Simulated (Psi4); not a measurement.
dimethylamine (C₂H₇N), singlet, geometry from GFN2-xTB. Base run: Psi4 with B3LYP/STO-3G.

Geometry (Å):
```xyz
10

C     -0.0357    -0.1981     1.2089
N     -0.0115     0.5808    -0.0115
C     -0.0313    -0.2456    -1.2002
H      0.7950    -0.9172     1.2887
H      0.0016     0.4763     2.0624
H     -0.9723    -0.7554     1.2460
H      0.8175     1.1687    -0.0215
H      0.7996    -0.9671    -1.2486
H      0.0092     0.3948    -2.0796
H     -0.9678    -0.8039    -1.2188
```
All else is at Psi4's defaults (density fitting).
Base energy -133.48097 Eh.

Each row names what was changed in the base input (with any setting that the change needs).

```csv
change,ΔE vs base (µEh),SCF cycles,grid points,basis functions
base,0.0,6,213979,22
dft_radial_scheme = mura,0.0,6,216629,22
e_convergence = 1e-8,0.0,7,213979,22
damping_percentage = 20,-1.1,13,213979,22
scf_type = cd,971,6,213979,22
d_convergence = 1e-10,0.0,10,213979,22
dft_basis_tolerance = 1e-8,0.0,6,211457,22
dft_radial_scheme = multiexp,0.5,6,224886,22
soscf = true,0.0,5,213979,22
d_convergence = 1e-4,0.0,6,213979,22
dft_spherical_points = 974,-3.8,6,688671,22
basis_guess = true,0.0,6,213979,22
guess = sapgau,0.0,7,213979,22
```
